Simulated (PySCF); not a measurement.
Electron correlation in Hg(3+) (mercury, charge +3)

Starting occupation: [Xe] 4f14 5d9, 5d3/2 with m_j = -1/2, +1/2, +3/2, 5d5/2 with m_j = -5/2, -3/2, -1/2, +1/2, +3/2, +5/2. All numbers are calculated (PySCF 2.14, X2C-1e with screened-nucleus spin-orbit coupling, Gaussian nucleus, in x2c-QZVPPall-2c (16s16p12d7f2g, 191 functions)). Frozen: [Kr] 4d10 4f14; 17 electrons correlated; the 58 highest virtual spinors left out.

MP2 pair energies summed by pair of shells (mhartree):

```
       pair   energy  share (%)
5d3/2-5d5/2  -122.14       23.3
5d5/2-5d5/2  -111.61       21.3
5d5/2-5p3/2   -65.72       12.5
5d5/2-5p1/2   -38.16        7.3
5d3/2-5p3/2   -35.62        6.8
5d3/2-5d3/2   -23.05        4.4
5d3/2-5p1/2   -22.20        4.2
5p1/2-5p3/2   -20.54        3.9
5p3/2-5p3/2   -19.97        3.8
5d5/2-5s1/2   -19.80        3.8
5p3/2-5s1/2   -16.51        3.1
5d3/2-5s1/2   -10.59        2.0
5p1/2-5s1/2    -8.74        1.7
5p1/2-5p1/2    -5.87        1.1
5s1/2-5s1/2    -4.00        0.8
```

Total MP2 correlation energy: -524.55 mhartree.

This basis was not built for core-valence correlation, so the inner-shell part is incomplete.
